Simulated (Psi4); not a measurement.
Method: SAPT0/jun-cc-pVDZ, frozen core run with Psi4 1.11.

Psi4 input:

```
molecule {
0 1
C -0.76038883 -0.03450805 0.05457059
C 0.76038880 0.03450802 -0.05457051
H -1.20798596 -0.40867449 -0.86830596
H -1.18914661 0.94974181 0.25323458
H -1.07052775 -0.69843391 0.86392877
H 1.07052771 0.69846620 -0.86390217
H 1.18914382 -0.94973451 -0.25327613
H 1.20798882 0.40863493 0.86832083
--
0 1
O 0.25499813 2.85121628 2.17725636
S 0.08125640 3.01786230 0.75894518
O -0.97894744 3.86639831 0.28405760
units angstrom
symmetry c1
no_reorient
no_com
}
set basis jun-cc-pvdz
set scf_type df
set freeze_core true
energy('sapt0')
```

Part of the output:

```
    SAPT Results
  --------------------------------------------------------------------------------------------------------
    Electrostatics                 -4.44909448 [mEh]      -2.79184894 [kcal/mol]     -11.68109594 [kJ/mol]
      Elst10,r                     -4.44909448 [mEh]      -2.79184894 [kcal/mol]     -11.68109594 [kJ/mol]

    Exchange                       15.69785999 [mEh]       9.85055586 [kcal/mol]      41.21472571 [kJ/mol]
      Exch10                       15.69785999 [mEh]       9.85055586 [kcal/mol]      41.21472571 [kJ/mol]
      Exch10(S^2)                  15.53323162 [mEh]       9.74725000 [kcal/mol]      40.78249401 [kJ/mol]

    Induction                      -3.14393988 [mEh]      -1.97285206 [kcal/mol]      -8.25441301 [kJ/mol]
      Ind20,r                      -7.33364005 [mEh]      -4.60192861 [kcal/mol]     -19.25446929 [kJ/mol]
      Exch-Ind20,r                  5.80379292 [mEh]       3.64193504 [kcal/mol]      15.23785622 [kJ/mol]
      delta HF,r (2)               -1.61409276 [mEh]      -1.01285850 [kcal/mol]      -4.23779995 [kJ/mol]

    Dispersion                     -5.57048973 [mEh]      -3.49553508 [kcal/mol]     -14.62531876 [kJ/mol]
      Disp20                       -6.43614688 [mEh]      -4.03874314 [kcal/mol]     -16.89810131 [kJ/mol]
      Exch-Disp20                   0.86565716 [mEh]       0.54320807 [kcal/mol]       2.27278255 [kJ/mol]
      Disp20 (SS)                  -3.21807344 [mEh]      -2.01937157 [kcal/mol]      -8.44905066 [kJ/mol]
      Disp20 (OS)                  -3.21807344 [mEh]      -2.01937157 [kcal/mol]      -8.44905066 [kJ/mol]
      Exch-Disp20 (SS)              0.45327867 [mEh]       0.28443666 [kcal/mol]       1.19008299 [kJ/mol]
      Exch-Disp20 (OS)              0.41237849 [mEh]       0.25877141 [kcal/mol]       1.08269956 [kJ/mol]

  Total HF                          8.10482563 [mEh]       5.08585487 [kcal/mol]      21.27921676 [kJ/mol]
  Total SAPT0                       2.53433590 [mEh]       1.59031979 [kcal/mol]       6.65389799 [kJ/mol]
```
